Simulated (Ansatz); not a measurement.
**SbH2Cl (SMILES [H][Sb]([H])[Cl]): methods side by side**

The species is SbH2Cl (4 atoms), meant as a singlet with charge 0. SMILES: `[H][Sb]([H])[Cl]`. Geometry: a GFN2-xTB relaxation, a rough one for these elements and not checked as a minimum.

Each level gives the vertical energy of the triplet above the singlet (eV). The values are calculated.

| level | kind | program | value (eV) | less FCI/STO-3G | CPU time (all runs) |
| --- | --- | --- | --- | --- | --- |
| BLYP/STO-3G | GGA | Ansatz | 4.58 | -0.55 | 4.9 s |
| PBE0/STO-3G | global hybrid | Ansatz | 4.68 | -0.45 | 5.7 s |
| HSE06/STO-3G | range-separated hybrid | Ansatz | 4.68 | -0.45 | 6.9 s |
| wB97M-V/STO-3G | range-separated hybrid | Ansatz | 5.05 | -0.08 | 71 s |
| B2PLYP/STO-3G | double hybrid | Ansatz | 4.96 | -0.17 | 7.2 s |
| RPA@PBE/STO-3G | RPA | Ansatz | 4.90 | -0.23 | 6.7 s |
| MP2/STO-3G | perturbation theory | Ansatz | 5.15 | +0.02 | 1.1 s |
| BCCD(T)/STO-3G | coupled cluster or CI | Ansatz | 5.14 | +0.01 | 1.5 s |
| FCI/STO-3G | exact in the basis | Ansatz | 5.13 | 0.00 | 2.3 s |

FCI/STO-3G is exact within its basis and frozen core, so for wave-function methods in that basis the difference is their error; functionals converge differently with the basis, so for them it is only a difference. All-electron rows without a relativistic Hamiltonian named are non-relativistic. Spin-orbit coupling, which can split open shells on such heavy atoms by tenths of an eV, is left out. The values span 4.58 to 5.15 eV. All rows use very small basis sets, so even the best lies far from the true value. In the correlated wave-function rows the outer d shell of Sb is correlated, in sets not made for it. CPU times are rough (shared hosts, several kinds of processor): they show what a rung costs within a factor of a few.
